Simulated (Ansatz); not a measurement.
Consider the isomerisation: `N=CC([SiH3])Cl` → `N/C=C/[SiH2]Cl`.

Isolated molecules relaxed with PBE0-D4/def2-TZVP in Ansatz; ΔE leaves out vibrations. CCSD(T)/CBS is the MP2 limit (def2-TZVPP, def2-QZVPP) plus CCSD(T) − MP2 in def2-TZVPP, frozen cores. Functionals use def2-TZVPP. B3LYP here is the variant with VWN-RPA as its local correlation; programs differ in this. One conformer a species, not always the lowest.

| level | ΔE (kJ/mol) | difference from CCSD(T)/CBS |
| --- | --- | --- |
| r2SCAN-D4 | -197.4 | -12.1 |
| PBE0-D4 | -194.7 | -9.4 |
| B3LYP-D4 | -189.9 | -4.6 |
| ωB97M-V | -190.2 | -4.9 |
| B2PLYP | -191.3 | -6.0 |
| PBE | -189.5 | -4.2 |
| PBE0 | -196.8 | -11.5 |
| HF/def2-TZVPP | -197.8 | -12.5 |
| MP2/def2-TZVPP | -189.0 | -3.7 |
| SCS-MP2/def2-TZVPP | -181.1 | 4.2 |
| CCSD(T)/def2-TZVPP | -177.9 | 7.4 |
| HF/def2-QZVPP | -198.7 | -13.4 |
| MP2/def2-QZVPP | -193.6 | -8.3 |
| SCS-MP2/def2-QZVPP | -186.0 | -0.7 |
| HF/CBS(def2) | -198.8 | -13.5 |
| MP2/CBS(def2) | -196.4 | -11.1 |
| CCSD(T)/CBS | -185.3 | 0 |

Largest T1 diagnostic among the species: 0.012.

From PBE to PBE0 (25 % exact exchange), in def2-TZVPP and without D4, ΔE moves by −7.3 kJ/mol. In def2-TZVPP, CCSD(T) changes the Hartree–Fock value by +19.9 kJ/mol (the triples alone add +3.3 kJ/mol) and MP2 by +8.8 kJ/mol. The D4 term adds +4.2 kJ/mol with B3LYP and +2.2 kJ/mol with PBE0; it sums over pairs of atoms, weighted by their polarisabilities, and B3LYP, whose exchange is more repulsive, gets the larger term.

CCSD(T)/CBS has its own doubt, a few kJ/mol and more with outer-core shells, so smaller differences from it don't rank the levels.
